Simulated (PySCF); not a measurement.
C2H7FS2Si.

```xyz
13

Si     0.0787     0.4943    -0.5062
F      0.4573     0.4813    -2.0885
S      1.2574    -0.8769     0.6216
C      2.7672     0.1388     0.9069
S     -1.9604    -0.1101    -0.3931
C     -2.2149     0.0849     1.4216
H      0.3490     1.8720    -0.0150
H      3.3772    -0.4055     1.6400
H      3.3418     0.2561    -0.0217
H      2.5113     1.1258     1.3171
H     -2.1282     1.1384     1.7234
H     -1.4988    -0.5275     1.9852
H     -3.2362    -0.2624     1.6263
```

Geometry: B3LYP-D3(BJ)/def2-SVP. The values are those of a single conformer.

The numbers are results of PBE0/pcSseg-1 (PySCF), not measurements. Non-relativistic, no solvent.

Give the absolute GIAO shielding of each atom: isotropic value and principal components (ppm). (The exact figures need the calculation; the answer reports its results.)


```tsv
atom	σ(iso)	σ11	σ22	σ33	span
Si1	311.3	261.8	319.6	352.6	90.8
F2	331.3	296.8	331.5	365.4	68.6
S3	616.2	547.1	589.5	712.0	164.9
C4	169.0	153.9	163.0	190.1	36.3
S5	656.5	565.7	615.5	788.4	222.8
C6	169.3	153.5	166.0	188.5	35.0
H7	25.4	22.5	23.7	30.0	7.5
H8	29.2	23.7	26.3	37.6	13.8
H9	29.0	23.1	26.9	37.1	14.0
H10	29.5	24.0	27.9	36.5	12.5
H11	29.4	24.5	26.7	37.0	12.5
H12	29.3	23.1	29.5	35.4	12.3
H13	29.2	23.7	26.2	37.9	14.2
```
